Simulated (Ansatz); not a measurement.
`[SiH3]/C=[CH]/[GeH3]` + `[GeH3][SeH]` → `[SiH3][Se][GeH3]` + `C=[CH][GeH3]` at 600 K and 1 bar (ligand exchange at the Si–C bond).

Isolated molecules relaxed with PBE0-D4/def2-TZVP in Ansatz; ΔE leaves out vibrations. CBS: MP2 limit from def2 TZ/QZ plus the TZ coupled-cluster correction, frozen cores. For Ge, Se outer-core shells are correlated without core-valence functions, which leaves a few kJ/mol of doubt a bond. Scalar relativity is left out up to krypton.

```
               species  CCSD(T)/CBS energy (Eh)  H − E (kJ/mol)  S (J/(mol·K))
`[SiH3]/C=[CH]/[GeH3]`              -2446.06862           278.6          459.6
         `[GeH3][SeH]`              -4479.23116           121.4          357.3
    `[SiH3][Se][GeH3]`              -4769.53721           188.7          453.6
        `C=[CH][GeH3]`              -2155.78858           218.7          371.2
```

H − E and S are ideal-gas, rigid-rotor, harmonic terms from PBE0-D4/def2-TZVP. 1 Eh = 2625.50 kJ/mol, R = 8.31446 J/(mol·K).

By hand: ΔE, ΔH, ΔS and ΔG.

ΔE = (-4769.53721) + (-2155.78858) − (-2446.06862) − (-4479.23116) = -0.02601 Eh = -68.3 kJ/mol. Δ(H − E) = 188.7 + 218.7 − 278.6 − 121.4 = 7.4, so ΔH = -60.9 kJ/mol. ΔS = 453.6 + 371.2 − 459.6 − 357.3 = 7.9 J/(mol·K). ΔG = -60.9 − 600 × (7.9)/1000 = -65.6 kJ/mol.

By hand: the equilibrium constant, and the temperature at which ΔG would vanish if ΔH and ΔS stayed fixed.

log₁₀ K = −ΔG/(RT ln 10) = 5.7. ΔH and −TΔS have one sign here, so there is no such temperature.

The number of gas molecules stays the same, so ΔS is small and ΔH decides. A doubt of 5 kJ/mol in ΔE shifts log₁₀ K by 0.4 here. Modes under 60 cm⁻¹, often nearly free rotors, make the harmonic entropy too high. These are equilibria of isolated gas molecules and say nothing of rates. Largest T1 diagnostic: 0.012 (customary marks: 0.02 for closed shells, 0.045 for open ones).
